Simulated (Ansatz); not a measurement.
Isomers of LiAg6⁺ (singlet), relaxed with r2SCAN-D4/def2-SVP; total energies from Ansatz at RPA@PBE/def2-TZVP.

```tsv
isomer	description	energy (Eh)
A	point group C5v; 10 × Ag–Ag 2.70 to 2.81 Å; 6 × Ag–Li 2.70 to 2.79 Å	-887.84060
B	point group C2v; 12 × Ag–Ag 2.63 to 2.91 Å; 4 × Ag–Li 2.90 to 2.97 Å	-887.82566
C	point group Cs; 9 × Ag–Ag 2.65 to 2.77 Å; 3 × Ag–Li 2.67 to 2.84 Å	-887.82211
D	point group Cs; 10 × Ag–Ag 2.65 to 2.87 Å; 3 × Ag–Li 2.74 to 3.01 Å	-887.82189
E	point group C3v; 9 × Ag–Ag 2.66 to 2.83 Å; 3 × Ag–Li 2.66 Å	-887.83398
```

In the def2 sets Ag takes a core potential; there is no spin–orbit coupling. Correlated methods freeze no core orbitals; core or outer-core shells of Li, Ag are correlated, in sets that lack core-valence functions.

The isomers come from a short search, and lower ones may exist.

Question: Work out the relative energies (1 Eh = 2625.5 kJ/mol) and the Boltzmann populations at 298 K from electronic energies alone (R = 8.314 J/mol/K).

Answer: ΔE: A 0.0, B 39.2, C 48.5, D 49.1, E 17.4 kJ/mol. RT = 2.48 kJ/mol. Factors exp(−ΔE/RT): A 1, B 1.37e-07, C 3.21e-09, D 2.52e-09, E 0.000897; sum 1.001. Populations: A 99.9 %, B 0.0 %, C 0.0 %, D 0.0 %, E 0.1 %. Zero-point energy, vibrational entropy and symmetry numbers are left out and can shift these; an error of 4 kJ/mol changes a ratio by a factor of 5.0. Over the other density-functional and correlated levels in def2 sets, the gap between A and E ranges from 7 to 25 kJ/mol.
